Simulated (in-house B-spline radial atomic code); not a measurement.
Response and correlation along the 2-electron series, closed shell 1s2; the second-order energy is extrapolated in partial waves. Computed with a B-spline radial code for spherical atoms: relativistic RPA and second-order many-body perturbation theory on Dirac-Hartree-Fock.

| ion | Z | dipole polarisability (bohr³) | quadrupole polarisability (bohr⁵) | ratio of RPA to uncoupled dipole | second order correlation energy (Eh) | C6 of two such ions (Eh bohr⁶) |
| --- | --- | --- | --- | --- | --- | --- |
| Cu27+ | 29 | 1.2775e-05 | 5.1923e-08 | 1.0186 | -0.045585 | 4.3295e-08 |
| Zn28+ | 30 | 1.1099e-05 | 4.2035e-08 | 1.018 | -0.045615 | 3.503e-08 |
| Ga29+ | 31 | 9.6861e-06 | 3.4259e-08 | 1.0175 | -0.045672 | 2.8544e-08 |
| Ge30+ | 32 | 8.4879e-06 | 2.8097e-08 | 1.0169 | -0.045698 | 2.3394e-08 |
| As31+ | 33 | 7.4668e-06 | 2.3178e-08 | 1.0164 | -0.045739 | 1.9285e-08 |

Task: How fast does the dipole polarisability fall along the series?

Result: From 1.278e-05 to 7.467e-06 bohr³; a fit of its logarithm against log Z from Z = 29 to 33 has slope -4.16.
